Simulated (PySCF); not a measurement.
CHCl2, SMILES Cl[CH]Cl (connectivity only; charge and spin as stated), charge +1, multiplicity 1. The structure is a stationary point at B3LYP-D3(BJ)/def2-TZVP. The spin state was assumed, not searched. The isomer is the one that the SMILES or the coordinates give; other isomers of the formula were not compared.

PySCF with TDDFT-PBE0/def2-SVPD puts the lowest singlet excitations at 4.06, 4.17, 5.77, 8.02, 8.57, 8.83 eV.

What are the lowest excitation roots from ADC(2)/aug-cc-pVDZ in PySCF? (Estimate from the structure and the level; the computed values follow.)

4.02, 4.24, 5.01, 7.83, 8.73, 9.21 eV. S1 differs by -0.04 eV (second minus first; roots are paired by order, and the bases may differ).
